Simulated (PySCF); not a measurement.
Breaking a bond: H₄OSi, SMILES O[SiH3]. The Si1–O5 bond (Si1 also carries H, H, H; O5 carries H) is pulled apart rigidly from the PBE0/def2-TZVP optimised geometry.

- RHF/cc-pVDZ (PySCF)
- RKS-CAM-B3LYP = restricted CAM-B3LYP/cc-pVDZ (PySCF)
- RKS-B3LYP/6-31G* = restricted B3LYP/6-31G*, spherical d (PySCF)

Energies are in kcal/mol, each relative to the lowest point of its own curve near equilibrium.

```tsv
R / Å	RHF	RKS-CAM-B3LYP	RKS-B3LYP/6-31G*
1.24	158.2	157.5	151.4
1.33	81.9	82.2	77.2
1.39	49.3	49.9	45.9
1.50	14.8	15.5	13.3
1.56	5.5	6.1	4.8
1.61	1.4	1.8	1.2
1.65	0.0	0.2	0.0
1.70	0.1	0.0	0.3
1.74	1.4	1.0	1.6
1.83	7.1	6.1	7.1
1.93	16.7	14.7	15.9
2.04	29.2	26.2	27.1
2.22	51.4	46.3	46.2
2.46	80.0	71.8	69.7
2.71	106.3	94.5	90.2
2.99	131.0	115.3	108.4
3.30	153.3	133.3	123.5
3.66	173.7	149.2	136.2
4.02	189.4	160.9	145.0
4.45	203.1	170.7	152.0
4.98	214.4	178.6	157.3
5.73	223.9	185.1	161.1
```

At the longest distance, 5.73 Å, RHF lies highest above its minimum (223.9 kcal/mol) and RKS-B3LYP/6-31G* lowest (161.1 kcal/mol).

The restricted form behind RHF, RKS-CAM-B3LYP, RKS-B3LYP/6-31G* keeps the bonding electrons paired and can't separate into open-shell fragments. At the longest distance RKS-CAM-B3LYP leaves fractional charges on the fragments, a sign of delocalisation error or of the restricted form.
